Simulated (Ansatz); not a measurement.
Consider the ligand exchange at the Si–C bond: `[SiH3]CC[SiH2]Cl` + `[NH2][GeH3]` → `Cl[SiH2][NH][GeH3]` + `CC[SiH3]`.

Calculated with Ansatz (gas phase, PBE0-D4/def2-TZVP geometries, no zero-point term in ΔE). CCSD(T)/CBS is the MP2 limit (def2-TZVPP, def2-QZVPP) plus CCSD(T) − MP2 in def2-TZVPP, frozen cores. DFT in def2-TZVPP. B3LYP here is the variant with VWN-RPA as its local correlation; programs differ in this. For Ge outer-core shells are correlated without core-valence functions, which leaves a few kJ/mol of doubt a bond. Scalar relativity is left out up to krypton. One conformer a species, not always the lowest.

```json
{"level": "r2SCAN-D4", "ΔE (kJ/mol)": "-78.8", "difference from CCSD(T)/CBS": "1.7"}
{"level": "B3LYP-D4", "ΔE (kJ/mol)": "-80.2", "difference from CCSD(T)/CBS": "0.3"}
{"level": "B2PLYP", "ΔE (kJ/mol)": "-84.8", "difference from CCSD(T)/CBS": "-4.3"}
{"level": "r2SCAN", "ΔE (kJ/mol)": "-79.9", "difference from CCSD(T)/CBS": "0.6"}
{"level": "MP2/def2-TZVPP", "ΔE (kJ/mol)": "-82.3", "difference from CCSD(T)/CBS": "-1.8"}
{"level": "SCS-MP2/def2-TZVPP", "ΔE (kJ/mol)": "-84.8", "difference from CCSD(T)/CBS": "-4.3"}
{"level": "CCSD(T)/def2-TZVPP", "ΔE (kJ/mol)": "-81.0", "difference from CCSD(T)/CBS": "-0.5"}
{"level": "MP2/def2-QZVPP", "ΔE (kJ/mol)": "-82.4", "difference from CCSD(T)/CBS": "-1.9"}
{"level": "MP2/CBS(def2)", "ΔE (kJ/mol)": "-81.9", "difference from CCSD(T)/CBS": "-1.4"}
{"level": "CCSD/CBS(def2)", "ΔE (kJ/mol)": "-82.4", "difference from CCSD(T)/CBS": "-1.9"}
{"level": "CCSD(T)/CBS", "ΔE (kJ/mol)": "-80.5", "difference from CCSD(T)/CBS": "0"}
```

Largest T1 diagnostic among the species: 0.011.

The D4 term adds +4.8 kJ/mol with B3LYP and +2.9 kJ/mol with PBE0; it sums over pairs of atoms, weighted by their polarisabilities, and B3LYP, whose exchange is more repulsive, gets the larger term. From PBE to PBE0 (25 % exact exchange), in def2-TZVPP and without D4, ΔE moves by −3.0 kJ/mol. In def2-TZVPP, CCSD(T) changes the Hartree–Fock value by +14.7 kJ/mol (the triples alone add +1.9 kJ/mol) and MP2 by +13.4 kJ/mol.
